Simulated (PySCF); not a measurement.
## Phosphorus: a sound run and one with changed settings

Sound run: P⁺ [Ne] 3s2 3p2, P²⁺ [Ne] 3s2 3p1. Calculation: PySCF 2.14, in def2-TZVP (5s5p2d1f, 37 functions); the non-relativistic Hamiltonian (point nucleus). In the sound run the correlated levels freeze [Ne]. The sound run starts from symmetry-adapted Hartree-Fock orbitals and uses a fine grid where one is needed.

Changed run: a valence shell is frozen. This setting is unsound on purpose.

```tsv
species	method	sound run (hartree)	changed run (hartree)	converged
P⁺	MP2	-340.40630	-340.35203	yes
P⁺	CCSD(T)	-340.42924	-340.35490	yes
```

Ionisation energy of P⁺:

| method | sound run (eV) | changed run (eV) |
| --- | --- | --- |
| UHF | 19.164 | 19.164 |
| MP2 | 19.596 | 19.337 |
| SCS-MP2 | 19.508 | 19.222 |
| CCSD | 19.636 | 19.415 |
| CCSD(T) | 19.670 | 19.415 |
| CCSDT | n/a | 19.415 |
| FCI | n/a | 19.415 |

Freezing a valence shell removes pair correlation that changes on ionisation.

For comparison, NIST gives 19.769 eV between the lowest levels.
